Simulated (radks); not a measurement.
All-electron atom: Ne2+ in [He] 2s2 2p3.75 3s0.25 (fractional occupations, a model configuration).

Method: Dirac Kohn-Sham, LDA (Slater exchange, VWN5 correlation), spin-unpolarised, spherical densities, finite nucleus; open shells fill j = l - 1/2 first; Fermi nuclear charge, rms radius 3.0055 fm; computed with a radial shooting solver on a logarithmic mesh with Libxc functionals.

Energy parts (Ry):
| part | energy |
|---|---|
| total | -251.18208 |
| kinetic | 250.96218 |
| electron-nucleus | -581.45665 |
| Hartree | 99.91769 |
| exchange-correlation | -20.60531 |

Orbitals (lengths in bohr, moments of r in powers of bohr; r(max) is where P^2 peaks; r(90%) holds 90 % of the orbital's charge):
[
 {"orbital": "1s1/2", "occ.": "2", "eigenvalue (Ry)": "-64.76866", "<1/r>": "9.588", "<r^4>": "0.002994", "r(90%)": "0.284", "r(max)": "0.1030", "small-component weight": "1.22e-03"},
 {"orbital": "2s1/2", "occ.": "2", "eigenvalue (Ry)": "-5.95328", "<1/r>": "1.770", "<r^4>": "1.231", "r(90%)": "1.30", "r(max)": "0.6585", "small-component weight": "1.64e-04"},
 {"orbital": "2p1/2", "occ.": "2", "eigenvalue (Ry)": "-4.29467", "<1/r>": "1.663", "<r^4>": "1.433", "r(90%)": "1.34", "r(max)": "0.5734", "small-component weight": "1.49e-04"},
 {"orbital": "2p3/2", "occ.": "1.75", "eigenvalue (Ry)": "-4.28437", "<1/r>": "1.659", "<r^4>": "1.443", "r(90%)": "1.35", "r(max)": "0.5746", "small-component weight": "1.49e-04"},
 {"orbital": "3s1/2", "occ.": "0.25", "eigenvalue (Ry)": "-1.31201", "<1/r>": "0.5050", "<r^4>": "111.4", "r(90%)": "4.04", "r(max)": "2.389", "small-component weight": "2.85e-05"}
]

The highest occupied level is 3s1/2 at -17.851 eV. The electron density at the nucleus is 646.6 e/bohr^3. The density falls to 0.001 e/bohr^3 at r = 2.90 bohr. Summed over all electrons, <r^2> = 6.830 bohr^2, which gives a Langevin (diamagnetic) susceptibility term of -5.41 x 10^-6 cm^3/mol.
